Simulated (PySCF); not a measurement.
# Excitation energy of Br²⁺ by level of theory

Br²⁺ [Ar] 3d10 4s2 4p3 (4S) → Br²⁺ [Ar] 3d10 4s2 4p2 5s1 (4P), as a difference of total energies. Computed with PySCF 2.14 in aug-cc-pVDZ-DK, with the spin-free X2C one-electron Hamiltonian (Gaussian nucleus). Correlated levels: valence: [Ar] 3d10 frozen. The calculations carry no spin-orbit coupling.

```tsv
method	excitation energy (eV)
UHF	18.254
LDA	18.080
PBE	18.043
PBE0	18.303
r2SCAN	18.768
wB97X	18.495
wB97M-V	18.131
ROHF	18.341
MP2 (valence)	18.229
SCS-MP2 (valence)	18.204
```

Problem. How much does correlation contribute at MP2 (valence)?

Solution. 18.229 − (18.254) = -0.025 eV, measured against UHF.

A first-order spin-orbit estimate (lowest level to lowest level, LS coupling) adds -0.336 eV.

The promoted electron is Rydberg-like, and one or two diffuse shells describe it only roughly, which tends to raise the upper state.
